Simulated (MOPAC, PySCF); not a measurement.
The same groups moved round the core (propene silyl). All species are isolated molecules in the gas phase. One relaxed conformer stands for each flexible species; it need not be the lowest. Strings in code marks are SMILES.

Quantity: vertical ionisation energy (energy after one electron is removed minus that of the parent at the parent's geometry), in eV.

Level 1: B3LYP/6-31G* // PBE-D3(BJ)/def2-TZVP (PySCF)
Level 2: minus the HOMO energy of HF/STO-3G // PBE-D3(BJ)/def2-TZVP (PySCF)
Level 3: minus the HOMO energy of PM6 // PBE-D3(BJ)/def2-TZVP (MOPAC)
Level 4: minus the HOMO energy of SVWN5/6-31G* // PBE-D3(BJ)/def2-TZVP (PySCF)

```tsv
species	level 1	level 2	level 3	level 4
`C/C=C/[SiH3]`	9.36	7.94	9.97	6.23
`C/C=C\[SiH3]`	9.36	7.96	9.98	6.19
`C=C(C)[SiH3]`	9.45	8.02	10.00	6.29
```
